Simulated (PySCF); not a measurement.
Broadened absorption spectrum of 1-cyclopentene-1-carbaldehyde

Species: 1-cyclopentene-1-carbaldehyde, C6H8O.
SMILES: `O=CC1=CCCC1`

Method used: PySCF, TDDFT CAM-B3LYP/def2-SVPD, vertical, gas phase, core orbitals frozen in the response. One conformer (not necessarily the lowest) at the PBE0-D3(BJ)/def2-SVP geometry, without solvent, vibrations or thermal averaging.

Broadening: Gaussians 0.3 eV wide at half height, area fixed by f = 4.319×10⁻⁹ ∫ε dν̃. The cross-section is σ = 3.8235×10⁻²¹ ε cm², given in Mb (10⁻¹⁸ cm²). The width is an assumption, not a result. The curve ends short of the highest state used, and states not computed would add to its high-energy end.

E (eV), σ (Mb) and a bar:
```
     3.43       0.00 
     3.59       0.01 
     3.74       0.08 
     3.89       0.16 
     4.04       0.07 
     4.20       0.01 
     4.35       0.00 
     4.50       0.00 
     4.65       0.00 
     4.81       0.00 
     4.96       0.00 
     5.11       0.11 
     5.26       4.38 #
     5.42      50.43 #############
     5.57     119.00 ##############################
     5.72      70.20 ##################
     5.87      10.35 ###
     6.03       0.29 
     6.18       0.00 
     6.33       0.00 
     6.49       0.00 
     6.64       0.00 
     6.79       0.03 
     6.94       0.29
```

**Question.** Where are the band maxima, and which computed states make them?

**Answer.** 319 nm (3.88 eV), ε about 41, made up of S1 (100%); 222 nm (5.59 eV), ε about 31000, made up of S2 (100%) (ε in L mol⁻¹ cm⁻¹; maxima over ε = 5, shares over 10%). At its high-energy end, 6.94 eV, the curve is still rising (ε about 75, from S3). The states used: S1 3.88 eV (f 0.0005); S2 5.59 eV (f 0.350); S3 7.12 eV (f 0.0021); S4 7.31 eV (f 0.0003); S5 7.42 eV (f 0.021); S6 7.54 eV (f 0.0016).

**Question.** On this curve, what absorbance would a 10⁻³ mol/L sample give at 222 nm over a 1 cm path?

**Answer.** 222 nm is 5.585 eV, where ε is about 31000 L mol⁻¹ cm⁻¹, so A = ε c l ≈ 31 (Beer–Lambert, with the gas-phase spectrum and the assumed width).

**Question.** What would ε be at 5.59 eV, the highest of these maxima, with half the width (0.15 eV)?

**Answer.** About 62800 L mol⁻¹ cm⁻¹ against 31400, a factor of about 2.00; a lone state at its own centre would give exactly 2.

**Question.** Coming from long wavelengths, where does ε first pass 100 L mol⁻¹ cm⁻¹?

**Answer.** At about 240 nm (5.16 eV), 1.27 eV above S1.

Time: 32 s (with the writing of density and orbital grids); peak memory 0.99 GiB. Hardware: one thread of an AMD EPYC 9R14, on a shared host.
